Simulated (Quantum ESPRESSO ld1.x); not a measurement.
Results of a calculation; reference values are marked as such.
Question: All-electron atom: Pd XVII in [Ar] 3d10 4s2. Code: ld1.x of Quantum ESPRESSO 7.5. Model: scalar-relativistic Kohn-Sham, LDA (Slater exchange, VWN5 correlation), spin-polarised, spherical densities, point nucleus. Some entries of the table are withheld. Estimate them.

| orbital | occ. | eigenvalue (eV) | <r> (bohr) | <r^2> (bohr^2) |
|---|---|---|---|---|
| 1s | 2 | -24546.2 | 0.03188 | (1) |
| 2s | 2 | -3927.16 | 0.1384 | (2) |
| 2p | 6 | -3566.09 | 0.1205 | (3) |
| 3s | 2 | (4) | 0.3761 | (5) |
| 3p | 6 | -900.671 | 0.3741 | 0.1622 |
| 3d | 10 | -712.358 | (6) | 0.1450 |
| 4s | 2 | -419.638 | 0.8231 | 0.7597 |

Answer: 
(1) 1s <r^2> (bohr^2): 0.001373
(2) 2s <r^2> (bohr^2): 0.02256
(3) 2p <r^2> (bohr^2): 0.01774
(4) 3s eigenvalue (eV): -1019.75
(5) 3s <r^2> (bohr^2): 0.1617
(6) 3d <r> (bohr): 0.3497
